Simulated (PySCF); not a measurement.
Compound: C₅H₈O₄Si.
Bonds: O1–C2 (double), C2–O3, O3–Si4, C2–C5, C5–O6 (double), C5–O7, O7–C8, C8–C9, C9–C10, C8–C10. Hydrogens: H11, H12, H13 on Si4; H14 on C8; H15, H16 on C9; H17, H18 on C10.

Level: PBE0/pcSseg-1 in PySCF, non-relativistic, on one gas-phase PBE0-D3(BJ)/def2-SVP geometry that isn't relaxed in the solvent. The solvent is an IEF-PCM continuum (cavity from Bondi-type radii × 1.2). Only the electrostatic response of the medium enters.

Gas phase at PBE0/pcSseg-1: HOMO -8.06 eV, LUMO -1.81 eV, dipole 0.66 D.

Problem. What does the continuum do to the energy, the frontier levels and the dipole at PBE0/pcSseg-1 in methanol and dimethylsulfoxide?

Solution. 
```csv
solvent,ε,E(solvent) − E(gas) (kJ/mol),polarisation term (kJ/mol),distortion of the solute (kJ/mol),HOMO (eV),LUMO (eV),dipole (D)
methanol,32.61,-30.79,-34.10,3.31,-8.12,-1.99,0.80
dimethylsulfoxide,46.83,-31.28,-34.69,3.41,-8.12,-2.00,0.81
```

Polarisation term: ½ Σ q·V over the induced surface charges. Distortion: the rise of the solute's own energy as its density leaves the gas-phase optimum. From methanol to dimethylsulfoxide the lowering changes by a factor 1.02, Onsager's factor (ε − 1)/(2ε + 1) by 1.01 and ε itself by 1.4.

Problem. Which IAO charges (PBE0/pcSseg-1) respond most in dimethylsulfoxide (means over atoms taken as equivalent)?

Solution. 
| atoms | environment | gas (e) | solvent (e) | change |
| --- | --- | --- | --- | --- |
| O6 | ester carbonyl oxygen | -0.426 | -0.457 | -0.031 |
| O1 | carbonyl oxygen | -0.420 | -0.447 | -0.027 |
| C2 | carbonyl carbon | +0.479 | +0.493 | +0.014 |
| C5 | ester carbonyl carbon | +0.474 | +0.487 | +0.013 |
| H15/H18 | methylene hydrogen | +0.155 | +0.165 | +0.010 |
| H11/H12/H13 | Si–H hydrogen | -0.114 | -0.108 | +0.006 |
| C8 | sp3 carbon bound to oxygen | +0.049 | +0.045 | -0.004 |
| H14 | methine hydrogen | +0.164 | +0.168 | +0.004 |
| O3 | oxygen singly bound to a carbonyl carbon | -0.547 | -0.551 | -0.004 |
| C9/C10 | three-membered-ring carbon | -0.294 | -0.297 | -0.003 |
| H16/H17 | methylene hydrogen | +0.163 | +0.165 | +0.002 |
| Si4 | oxygen-bound silicon | +0.820 | +0.820 | 0.000 |

Problem. Which Mayer bond orders change most in dimethylsulfoxide?

Solution. 
| bond | length (Å) | gas | solvent | change |
| --- | --- | --- | --- | --- |
| C5–O6 | 1.198 | 1.978 | 1.948 | -0.030 |
| O1–C2 | 1.201 | 1.959 | 1.933 | -0.026 |
| O3–Si4 | 1.722 | 0.791 | 0.769 | -0.022 |
| C5–O7 | 1.325 | 1.121 | 1.139 | +0.018 |
| O7–C8 | 1.407 | 0.835 | 0.819 | -0.016 |
| C2–C5 | 1.535 | 0.840 | 0.851 | +0.011 |
| C2–O3 | 1.323 | 1.121 | 1.132 | +0.011 |
| Si4–H12 | 1.484 | 0.939 | 0.947 | +0.008 |

Hardware: Arm Neoverse V2, one thread (shared host). Cost: 44 s wall, 1.2 GiB resident at most. This is the whole shielding run at PBE0/pcSseg-1 in dimethylsulfoxide, SCF included.

Conformer computed: `[O:1]=[C:2]([O:3][SiH3:4])[C:5](=[O:6])[O:7][CH:8]1[CH2:9][CH2:10]1`: O1–C2–O3–Si4 1°, O1–C2–C5–O6 177°, C2–C5–O7–C8 180°, C5–O7–C8–C9 -135°.
